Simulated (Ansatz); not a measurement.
Total energies of C$_{5}$H$_{12}$ClFO$_{2}$Ti, SMILES `C[O][Ti]([F])([Cl])[O]C(C)(C)C`.

```
atom    x (Å)    y (Å)    z (Å)
  C1  -3.3811  -0.5441   0.0822
  O2  -2.5608   0.5577   0.2977
 Ti3  -1.2383   1.6389   0.6682
  F4  -1.5183   3.2184  -0.0766
 Cl5  -1.0824   1.7902   2.8815
  O6   0.2611   0.9700   0.0761
  C7   1.2194  -0.0376  -0.2073
  C8   0.4826  -1.3511  -0.4187
  C9   1.9606   0.3844  -1.4651
 C10   2.1575  -0.1195   0.9860
 H11  -3.7921  -0.8919   1.0345
 H12  -2.8147  -1.3594  -0.3782
 H13  -4.2063  -0.2667  -0.5795
 H14   1.1880  -2.1520  -0.6495
 H15  -0.0687  -1.6285   0.4828
 H16  -0.2214  -1.2628  -1.2491
 H17   1.2682   0.4739  -2.3043
 H18   2.7244  -0.3528  -1.7217
 H19   2.4461   1.3497  -1.3128
 H20   1.6023  -0.3729   1.8912
 H21   2.9201  -0.8831   0.8180
 H22   2.6538   0.8393   1.1445
```

Charge 0, multiplicity 1. Correlated methods include outer-core shells of Ti, which these sets cover unevenly. Scalar relativity is left out up to krypton. The structure was optimised at the PBE0-D4/def2-TZVP level. It is one conformer, not always the lowest. Basis def2-TZVPP, Ansatz 0.2.0.

RPA on PBE orbitals: Hartree–Fock energy of these orbitals -1753.66676 Eh, correlation -3.54791 Eh (frozen core).

| functional | kind | energy without D4 (Eh) | D4 term (kJ/mol) |
| --- | --- | --- | --- |
| LDA (SPW92) | LDA | -1751.11942 | – |
| BLYP | GGA | -1758.07858 | -123.3 |

**Question.** Give the same for PBE, revPBE, r2SCAN, B97M-V, PBE0, B3LYP, r2SCANh, r2SCAN0, HSE06 (plane-wave form), BHLYP, CAM-B3LYP, LC-ωPBE, ωB97X-V, ωB97M-V, B2PLYP, PBE-QIDH. (Best estimate.)

**Answer.** The calculation gave: 
```
             functional                                       kind  energy without D4 (Eh)  D4 term (kJ/mol)
                    PBE                                        GGA             -1757.25911             -58.4
                 revPBE                                        GGA             -1757.85896            -167.9
                 r2SCAN                                   meta-GGA             -1757.90575             -16.7
                 B97M-V                         meta-GGA with VV10             -1757.78868                 –
                   PBE0         global hybrid, 25 % exact exchange             -1757.32619             -50.6
                  B3LYP                        global hybrid, 20 %             -1758.22785             -92.0
                r2SCANh                      meta-GGA hybrid, 10 %             -1757.86221             -17.7
                r2SCAN0                      meta-GGA hybrid, 25 %             -1757.80119             -19.4
HSE06 (plane-wave form)                            screened hybrid             -1757.28729             -47.4
                  BHLYP                        global hybrid, 50 %             -1757.89512             -70.3
              CAM-B3LYP                     range-separated hybrid             -1758.04410             -51.8
                LC-ωPBE                long-range corrected hybrid             -1757.60613                 –
                ωB97X-V       range-separated hybrid GGA with VV10             -1757.85004                 –
                ωB97M-V  range-separated hybrid meta-GGA with VV10             -1757.91640                 –
                 B2PLYP                              double hybrid             -1757.56013                 –
               PBE-QIDH                              double hybrid             -1757.07516                 –
```

B3LYP takes the VWN-RPA correlation (the form of Gaussian; ORCA's B3LYP/G). HSE06 is the plane-wave form, built on full-range PBE exchange. The double hybrids freeze the cores in their second-order part.

LC-ωPBE has ω = 0.4 bohr⁻¹.
